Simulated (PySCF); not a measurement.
## Steps of a relaxation of [NdOF]−

[NdOF]− (singlet in the valence; each metal's 4f electrons, 4 of them, lie in its core potential, out of spins and levels). PySCF 2.14.0, RKS PBE0, Nd lcecp-0-SVP with ECP50, O def2-SVP, F def2-SVP; non-relativistic Hamiltonian with scalar-relativistic core potentials where named; density fitting; no spin-orbit coupling. Origin of the start: template. Columns: position (Å) and force (eV/Å). Energies are counted from the last step; some of the 7 steps are shown. Forces carry noise of the integration grid, about 0.01 to 0.03 eV/Å.

Run from Python with OMP_NUM_THREADS=2. Where DIIS fails, smearing, a level shift and second-order steps follow.
It took 8.7 s on 2 threads of Arm Neoverse V2, on a shared host, from the converged density of the start.

```xyz
3
step 0  E = 0.105 eV
Nd    0.0606    0.0000   -0.1738    -1.05    0.00   -1.13
O     1.8725    0.0000    0.6371     1.20    0.00    0.82
F    -2.0294    0.0000    0.7615    -0.15    0.00    0.31
```

```xyz
3
step 2  E = 0.013 eV
Nd    0.0440    0.0000   -0.2867     0.04    0.00    0.09
O     1.8476    0.0000    0.7023    -0.25    0.00   -0.06
F    -1.9878    0.0000    0.8093     0.21    0.00   -0.04
```

```xyz
3
step 4  E = 0.001 eV
Nd    0.0377    0.0000   -0.3374     0.10    0.00    0.06
O     1.7845    0.0000    0.7327    -0.11    0.00   -0.06
F    -1.9184    0.0000    0.8296     0.00    0.00    0.00
```

Where does the relaxation end?

It converges at step 6 in Cs:
```xyz
3
step 6  E = 0
Nd    0.0396    0.0000   -0.3413
O     1.7750    0.0000    0.7344
F    -1.9108    0.0000    0.8318
```

How did the contacts change?


| contact | start (Å) | end (Å) |
| --- | --- | --- |
| Nd1–O2 (O) | 1.985 | 2.042 |
| Nd1–F3 (F) | 2.290 | 2.276 |


An lcecp potential fixes the number of 4f electrons, so in runs with it no electron can move into or out of that shell; real Nd(II) is rare or takes another configuration.
